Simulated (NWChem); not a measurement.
System meant: CH₅InO₂; SMILES [CH3][In]([OH])[OH]

Input file for NWChem:

```
start job
memory heap 200 mb stack 900 mb global 1100 mb
geometry units angstroms noautoz
  In    -0.031357     0.031802    -0.001515
  C     -0.015879     2.171997    -0.001454
  H      1.022501     2.518430    -0.085660
  H     -0.452450     2.544507     0.935611
  H     -0.602752     2.552444    -0.848647
  O      1.644846    -1.052513    -0.000359
  H      1.447589    -1.996462     0.002723
  O     -1.585945    -1.236123     0.001156
  H     -2.441537    -0.793519     0.000524
end
basis spherical
  In library def2-svp
  C library def2-svp
  H library def2-svp
  O library def2-svp
end
ecp
  In library def2-ecp
end
dft
  xc pbe0
  iterations 4
  mulliken
end
task dft energy
```

End of the output:

```
    Atom       Charge   Shell Charges
 -----------   ------   -------------------------------------------------------
    1 In  21    20.46   1.38  0.54  0.61  0.32  3.03  2.85  0.97  0.37  9.40  1.00
    2 C    6     6.24   1.96  0.58  0.35  1.83  1.48  0.04
    3 H    1     0.95   0.62  0.25  0.07
    4 H    1     0.95   0.62  0.26  0.07
    5 H    1     0.95   0.62  0.26  0.07
    6 O    8     8.29   1.97  0.90  0.64  2.66  2.11  0.01
    7 H    1     0.92   0.56  0.17  0.19
    8 O    8     8.30   1.97  0.90  0.64  2.66  2.11  0.01
    9 H    1     0.93   0.56  0.18  0.19

 center of mass
 --------------
 x =   0.01298837 y =  -0.05010016 z =  -0.00024233

 moments of inertia (a.u.)
 ------------------
         445.481289965227           0.000000000000          -0.000000000000
           0.000000000000         338.374983427644           0.000000000000
          -0.000000000000           0.000000000000         772.317923225421

     Multipole analysis of the density
     ---------------------------------

     L   x y z        total         alpha         beta         nuclear
     -   - - -        -----         -----         ----         -------
     0   0 0 0     -0.000000    -24.000000    -24.000000     48.000000

     1   1 0 0     -0.723866     -0.460675     -0.460675      0.197484
     1   0 1 0      0.901185      0.901123      0.901123     -0.901061
     1   0 0 1      0.001802     -0.013871     -0.013871      0.029544

     2   2 0 0    -32.410233   -108.068976   -108.068976    183.727719
     2   1 1 0     -1.914331      0.711696      0.711696     -3.337723
     2   1 0 1      0.004494     -0.001257     -0.001257      0.007008
     2   0 2 0    -30.846372   -146.370479   -146.370479    261.894587
     2   0 1 1      0.003100     -0.008385     -0.008385      0.019871
     2   0 0 2    -28.994920    -17.359584    -17.359584      5.724248

 ------------------------------------------------------------------------
 dft energy failed                                                                                  0
 ------------------------------------------------------------------------
 ------------------------------------------------------------------------
  current input line :
    28: task dft energy
 ------------------------------------------------------------------------
 ------------------------------------------------------------------------
 This type of error is most commonly associated with calculations not reaching convergence criteria
 ------------------------------------------------------------------------
 For more information see the NWChem manual at https://nwchemgit.github.io

0:dft energy failed:Received an Error in Communication
```

What is wrong, and how is it mended?

Convergence was not reached. Cause: the SCF was allowed too few iterations. This input runs:
```
start job
memory heap 200 mb stack 900 mb global 1100 mb
geometry units angstroms noautoz
  In    -0.031357     0.031802    -0.001515
  C     -0.015879     2.171997    -0.001454
  H      1.022501     2.518430    -0.085660
  H     -0.452450     2.544507     0.935611
  H     -0.602752     2.552444    -0.848647
  O      1.644846    -1.052513    -0.000359
  H      1.447589    -1.996462     0.002723
  O     -1.585945    -1.236123     0.001156
  H     -2.441537    -0.793519     0.000524
end
basis spherical
  * library def2-svp
end
ecp
  In library def2-ecp
end
dft
  xc pbe0
  iterations 150
  mulliken
end
task dft energy
```
It converges to -381.35056 Ha (PBE0/def2-SVP with def2 effective core potentials on In).
